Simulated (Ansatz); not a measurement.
Cartesian coordinates (Å):
```xyz
5

Sn     0.0000     0.0000     0.0000
H      1.2865    -1.1201     0.0965
H      0.6200     1.5492    -0.3669
H     -1.0858    -0.4842    -1.2270
H     -0.8207     0.0551     1.4975
```
Charge 0, spin multiplicity 1.

Calculation: frozen-core CCSD(T)/def2-TZVPP // B3LYP-D3(BJ)/def2-TZVP run with Ansatz (a quantum-chemistry and plane-wave program).

```yaml
HF energy: -215.64433 Ha
MP2 correlation energy: -0.35057 Ha
```

**Question.** Estimate the CCSD correlation energy, the (T) correction, the total energy and the T1 diagnostic.

**Answer.** 
```yaml
CCSD correlation energy: -0.36816 Ha
"(T) correction": -0.00848 Ha
CCSD(T) total energy: -216.02097 Ha
T1 diagnostic: 0.013
```
